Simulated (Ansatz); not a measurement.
Cr2S3, relaxed as a singlet with RKS PBE0-D4/def2-SVP in Ansatz, starting from the GFN2-xTB geometry. Force threshold 0.02 eV/Å.

The structure comes from a short search, and lower isomers may exist.

Start:

```xyz
5

Cr   -1.063    0.197   -0.721
Cr    1.062   -0.198    0.721
S     1.078    0.500   -1.449
S    -0.588    1.296    1.220
S    -0.490   -1.795    0.230
```

Estimate the energy that the relaxation releases and the steps that it takes.

277.8 kJ/mol, in 7 steps; 47 s on 4 threads of AMD EPYC 7R43 on a shared host. No frequencies were taken in this run, so the end may be a saddle point.

Does the start keep its bonding and symmetry?

By distances, no bond broke or formed. The bond that changes most is Cr1–S5, from 2.28 to 2.22 Å (atoms count from 1). A close non-bonded pair moves further: Cr1–Cr2, from 2.60 to 1.71 Å. The end is the same structure that another start reached, the lowest one found. Point group D3h at the start, D3h at the end, both within 0.05 Å.

Predict the relaxed structure.


```xyz
5

Cr   -0.701    0.136   -0.471
Cr    0.700   -0.136    0.471
S     1.175    0.547   -1.589
S    -0.629    1.414    1.345
S    -0.546   -1.961    0.244
```
Bond lengths (bridged metal pairs left out): 6 × Cr–S 2.22 Å.
